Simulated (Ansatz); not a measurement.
Consider the atomization: `C[S][Al]([CH3])[F]` → Al• + 2 C• + F• + 6 H• + S•.

Computed with Ansatz on PBE0-D4/def2-TZVP structures; ΔE is electronic, products minus reactants. CBS: MP2 limit from def2 TZ/QZ plus the TZ coupled-cluster correction, frozen cores. This one scheme is used for every species, atoms too. DFT in def2-TZVPP. B3LYP here is the variant with VWN-RPA as its local correlation; programs differ in this. HSE06 is defined as in plane-wave codes. No spin–orbit coupling; open shells (•) take unrestricted orbitals. Spin–orbit coupling would lower the free atoms: a little for Al, C, F, S. One conformer a species, not always the lowest.

```tsv
level	ΔE (kcal/mol)	difference from CCSD(T)/CBS
revPBE-D4	968.9	-12.1
BLYP-D4	971.4	-9.6
r2SCAN0-D4	970.4	-10.6
PBE	985.6	4.6
BLYP	960.2	-20.8
B3LYP	966.9	-14.1
r2SCAN0	968.8	-12.2
HSE06	974.0	-7.0
LC-ωPBE	974.7	-6.3
HF/def2-SVP	738.6	-242.4
HF/def2-TZVPP	736.5	-244.5
SCS-MP2/def2-TZVPP	965.1	-15.9
CCSD/def2-TZVPP	942.8	-38.2
CCSD(T)/def2-TZVPP	955.7	-25.3
MP2/def2-QZVPP	986.9	5.9
HF/CBS(def2)	738.3	-242.7
CCSD(T)/CBS	981.0	0
```

(1) What do rigid-rotor, harmonic-oscillator terms from PBE0-D4/def2-TZVP frequencies (298.15 K, 1 bar) make of the CCSD(T)/CBS value? (Best estimate.)

Largest T1 diagnostic among the species: 0.018.

Answers

(1) Computed: ΔZPE = -48.7 kcal/mol, ΔH = +942.7 kcal/mol, ΔS = 1114 J/(mol·K), ΔG = +863.3 kcal/mol. Open shells count their whole term as degenerate. Modes under 50 cm⁻¹ make the entropy rough.

From PBE to PBE0 (25 % exact exchange), in def2-TZVPP and without D4, ΔE moves by −12.4 kcal/mol: exact exchange takes away binding that semilocal exchange gives to molecules. In def2-TZVPP, CCSD(T) changes the Hartree–Fock value by +219.2 kcal/mol (the triples alone add +13.0 kcal/mol) and MP2 by +235.3 kcal/mol; breaking electron pairs costs correlation energy, which Hartree–Fock lacks.

For atomizations the MP2-based limit and the directly extrapolated one differ by several kJ/mol either way, and by 10 to 25 for some Ge, Se and Sn compounds, so smaller differences from it don't rank the levels.
